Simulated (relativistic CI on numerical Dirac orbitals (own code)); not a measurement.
**Level scheme of Ag42+**

These numbers are calculated, not measured: Dirac-Coulomb-Breit CI, KLI orbitals optimised for each configuration, a model potential for QED, unscaled Slater integrals (own radial code, finite nucleus).

CI space (outside the closed core 1s2): 2s2.2p, 2s.2p2, 2p3, 2p2.3s, 2p2.3p, 2p2.3d, 2s2.3s, 2s2.3p, 2s2.3d, 2s.2p.3s, 2s.2p.3p, 2s.2p.3d, 2s2.4s, 2s2.4p, 2s2.4d, 2s2.4f, 2s.2p.4s, 2s.2p.4p, 2s.2p.4d, 2s.2p.4f, 2s2.5s, 2s2.5p, 2s2.5d, 2s2.5f, 2s2.5g, 2s.3s2, 2s.3s.3p, 2s.3s.3d, 2s.3p2, 2s.3p.3d, 2s.2p.5s, 2s.2p.5p, 2p.3s2, 2s.2p.5d, 2s.2p.5f, 2s.2p.5g. Levels of other configurations are missing.

The lowest level is 2s2.2p 2P°_1/2, with 99 % of that term; Hund's rules for 2s2.2p give 2P° with J = 1/2, in agreement.

```tsv
No.	Configuration	Term	J	E (Ry)	%	Next component (%)	Landé g
1	2s2.2p	2P°	1/2	0.000	99	1 2p3 2P°	0.647
2	2s.2p2(3P)	4P	1/2	9.724	65	24 2S	2.275
3	2s2.2p	2P°	3/2	14.344	98	1 2p3 2P°	1.320
4	2s.2p2(3P)	4P	3/2	21.168	94	4 2D	1.673
5	2s.2p2(1D)	2D	5/2	23.188	51	49 4P	1.382
6	2s.2p2(1D)	2D	3/2	26.406	70	29 2P	0.947
7	2s.2p2(3P)	2P	1/2	26.617	73	23 4P	1.174
8	2s.2p2(3P)	4P	5/2	36.904	51	49 2D	1.389
9	2p3	2P°	3/2	37.081	42	32 4S°	1.396
10	2s.2p2(1S)	2S	1/2	41.546	71	17 2P	1.841
11	2s.2p2(3P)	2P	3/2	41.647	69	25 2D	1.205
12	2p3	4S°	3/2	49.506	52	47 2D°	1.422
13	2p3	2D°	5/2	50.817	100		1.185
14	2p3	2P°	1/2	53.263	99	1 2s2.2p 2P°	0.648
15	2p3	2P°	3/2	66.026	55	28 2D°	1.276
16	2s2.3s	2S	1/2	279.334	97	2 2p2.3s 2S	1.995
17	2s2.3p	2P°	1/2	282.801	95	2 2p2.3p 2P°	0.670
18	2s.2p.3s	4P°	1/2	286.092	88	11 2P°	2.419
19	2s2.3p	2P°	3/2	286.504	57	26 2s.2p.3s 4P°	1.427
20	2s.2p.3s	4P°	3/2	287.836	43	40 2s2.3p 2P°	1.495
21	2s.2p.3s	2P°	1/2	288.480	93	5 4P°	0.745
22	2s.2p.3p	4D	1/2	289.032	73	21 2P	0.252
23	2s2.3d	2D	3/2	289.662	75	10 2s.2p.3p 4D	0.866
24	2s.2p.3p	4D	3/2	290.406	38	22 2s2.3d 2D	1.082
25	2s2.3d	2D	5/2	291.032	97	2 2p2.3d 2D	1.195
26	2s.2p.3p	4P	1/2	291.899	54	26 2S	2.057
27	2s.2p.3p	4P	3/2	293.818	30	26 4D	1.417
28	2s.2p.3p	2P	1/2	294.827	43	20 2S	1.277
29	2s.2p.3p	4D	5/2	295.090	54	27 2D	1.352
30	2s.2p.3p	2D	3/2	295.338	48	19 4S	1.239
```

Energies count from the lowest computed level; ° marks odd parity. Percentages are summed over parent terms; the parents shown are those of the largest component, closed shells are left out there.

The mean weight of the leading LS term, summed over parents, in these 30 levels is 69 %, and that of the leading jj configuration (from the same eigenvectors) 93 %, so jj coupling describes them better and the LS labels are nominal.

At this charge energies of transitions that change n are usually good to better than 1 %, and those within a shell (Δn = 0) to a few per cent.

LS names give the leading component of a level, which can be under half, so a name can repeat, a term be missing and a line seem to break the LS rules.
